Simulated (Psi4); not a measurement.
calcium atom (Ca), singlet. Base run: Psi4 1.11 with CAM-B3LYP/def2-SV(P).

Geometry (Å):
```xyz
1

Ca     0.0000     0.0000     0.0000
```
Charge 0, spin multiplicity 1.
All else is at Psi4's defaults (density fitting; Cartesian or spherical functions as each basis is defined).

Variants of this job, named by their change:

| change | basis functions | E (Eh) |
|---|---|---|
| base | 24 | -677.49757 |
| basis = 6-31G | 17 | -677.54432 |
| basis = 3-21G | 17 | -674.22823 |
| basis = 6-31G** | 23 | -677.54499 |
| basis = def2-SVP | 24 | -677.49757 |
| basis = pcseg-1 | 24 | -677.50925 |
| basis = def2-SVPD | 27 | -677.49781 |
| basis = pcseg-2 | 33 | -677.60003 |
| basis = aug-pcseg-1 | 33 | -677.50929 |
| basis = def2-TZVPD | 36 | -677.58435 |
| basis = def2-TZVPP | 36 | -677.58435 |
| basis = def2-TZVP | 36 | -677.58435 |
| basis = 6-311+G(2d,p) | 48 | -677.58442 |

Totals compare only among sets that treat the same electrons; sets with core potentials leave the core out.
